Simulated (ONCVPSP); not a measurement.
Logarithmic derivatives: hydrogen, ONCV

H, optimised norm-conserving Vanderbilt (ONCV), made with ONCVPSP 4.0.1 (PBEsol, scalar-relativistic). Core none, reference 1s0.75 (charge +0.25). Waves: 1s: rc 1.05 bohr, ncon 4, nbas 7, qcut 6.7 1/bohr, 2 projectors, debl 3.8 Ha; p scattering state at 0.14 Ha: rc 0.80 bohr, ncon 3, nbas 8, qcut 9.8 1/bohr, 2 projectors, debl 3.3 Ha. Local part: polynomial inside 0.65 bohr (lpopt 5, dvloc0 0 Ha). Core correction: none.

The phase is arctan(r·R′/R) of the radial function R(r), unwrapped; energies in Ha, scanned from -2 to 5 Ha. A pole is an energy at which the radial function vanishes at the test radius. The pseudo phase is shifted by a multiple of π to meet the all-electron one at the reference energy, and phase errors are pseudo minus all-electron; the curves can meet again beyond the range given. Levels narrower than the energy grid can be missing from the lists of poles.

Question: For each channel, where are the poles, and over which energies does the pseudopotential scatter like the atom?

Answer:

```
channel  radius (bohr)  reference energy (Ha)  poles, all-electron  poles, pseudo  unbroken range about the reference energy with phases within 0.05 rad  phase error 1 Ha above the reference energy (rad)
      s           1.06                  -0.34                 2.08           2.08                                                        the whole range                                             -0.000
      p           0.81                   0.14                 none           none                                                        the whole range                                             -0.000
```

Phases in the p channel:

```csv
E (Ha),all-electron,pseudo
-1.98,0.859,0.859
-1.80,0.838,0.838
-1.62,0.817,0.817
-1.44,0.793,0.793
-1.26,0.769,0.769
-1.08,0.743,0.743
-0.90,0.715,0.715
-0.72,0.685,0.685
-0.54,0.653,0.653
-0.36,0.619,0.619
-0.18,0.583,0.583
0.00,0.544,0.544
0.18,0.503,0.503
0.36,0.458,0.458
0.54,0.411,0.411
0.72,0.361,0.361
0.90,0.309,0.309
1.08,0.253,0.253
1.26,0.194,0.194
1.44,0.133,0.133
1.62,0.070,0.070
1.80,0.005,0.005
1.98,-0.062,-0.062
2.16,-0.129,-0.129
2.34,-0.197,-0.197
2.52,-0.265,-0.265
2.70,-0.331,-0.331
2.88,-0.397,-0.397
3.06,-0.460,-0.460
3.24,-0.521,-0.521
3.42,-0.579,-0.579
3.60,-0.635,-0.635
3.78,-0.688,-0.688
3.96,-0.738,-0.738
4.14,-0.785,-0.785
4.32,-0.829,-0.829
4.50,-0.870,-0.870
4.68,-0.909,-0.909
4.86,-0.946,-0.946
```
